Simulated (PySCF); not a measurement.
silyloxysilylformaldehyde (CH₆O₂Si₂), SMILES O=C[SiH2]O[SiH3]. Atoms are numbered in the order given.

```xyz
11

O     -3.1676     0.0464     0.5515
C     -1.9914    -0.0839     0.8068
Si    -0.6788     0.1759    -0.5792
O      0.8231    -0.0705     0.0735
Si     2.4798    -0.1250    -0.0428
H     -1.6585    -0.3563     1.8503
H     -0.9569    -0.7988    -1.6707
H     -0.8188     1.5659    -1.0964
H      3.0301    -0.4906     1.2894
H      2.8882    -1.1450    -1.0509
H      3.0071     1.2077    -0.4544
```

Geometry: B3LYP-D3(BJ)/def2-SVP. Other conformers were not sampled.

Two levels are set side by side: PBE/pcSseg-1 (PySCF) and PBE0/pcSseg-1 (PySCF). GIAO shifts against H2O (¹⁷O), TMS (²⁹Si), TMS (¹H), TMS (¹³C) at the same level; non-relativistic, no solvent, atoms listed together averaged. Differences are taken from unrounded values.

```csv
quantity,PBE0
δ(¹⁷O) of O1 (ppm),961.1
δ(¹³C) of C2 (ppm),251.0
δ(²⁹Si) of Si3 (ppm),-52.2
δ(¹⁷O) of O4 (ppm),2.7
δ(²⁹Si) of Si5 (ppm),-34.0
δ(¹H) of H6 (ppm),12.42
"δ(¹H) of H7, H8 (ppm)",4.92
"δ(¹H) of H9, H10, H11 (ppm)",5.43
```

Problem. What does PBE give, and how far is it from PBE0? (The exact figures need the calculation; the answer reports its results.)

Solution. 
| quantity | PBE | PBE minus PBE0 |
|---|---|---|
| δ(¹⁷O) of O1 (ppm) | 939.3 | -21.8 |
| δ(¹³C) of C2 (ppm) | 250.5 | -0.5 |
| δ(²⁹Si) of Si3 (ppm) | -57.2 | -5.1 |
| δ(¹⁷O) of O4 (ppm) | 11.4 | 8.7 |
| δ(²⁹Si) of Si5 (ppm) | -35.2 | -1.3 |
| δ(¹H) of H6 (ppm) | 12.71 | 0.29 |
| δ(¹H) of H7, H8 (ppm) | 5.08 | 0.15 |
| δ(¹H) of H9, H10, H11 (ppm) | 5.63 | 0.20 |

Rough cost on one machine, each run with all the roots and properties that it gave: PBE0 against PBE within a factor of 2.
